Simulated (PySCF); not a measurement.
Germanium: highly charged ions in a basis for the neutral atom

Ge¹⁴⁺ [Ar], Ge¹⁵⁺ [Ne] 3s2 3p5. Calculation: PySCF 2.14, in pcseg-2; no relativity, point nucleus. No spin-orbit coupling, so a gap to NIST mixes the basis error with missing relativistic terms.

Changed run: basis of the neutral atom used for a highly charged ion. This setting is unsound on purpose.

```
species  method  sound run (hartree)  changed run (hartree)  converged
  Ge¹⁴⁺     UHF              not run            -1983.01851        yes
  Ge¹⁴⁺    MN15              not run            -1984.20666        yes
  Ge¹⁴⁺    BP86              not run            -1984.02349        yes
  Ge¹⁵⁺     UHF              not run            -1963.54900        yes
  Ge¹⁵⁺    MN15              not run            -1964.63854        yes
  Ge¹⁵⁺    BP86              not run            -1964.49839        yes
```

Ionisation energy of Ge¹⁴⁺:

```csv
method,changed run (eV),NIST (eV)
UHF,529.79,527.9 ± 1.6
MN15,532.48,527.9 ± 1.6
BP86,531.31,527.9 ± 1.6
```

The contracted functions were made for the neutral atom and can be too rigid for a highly charged ion.
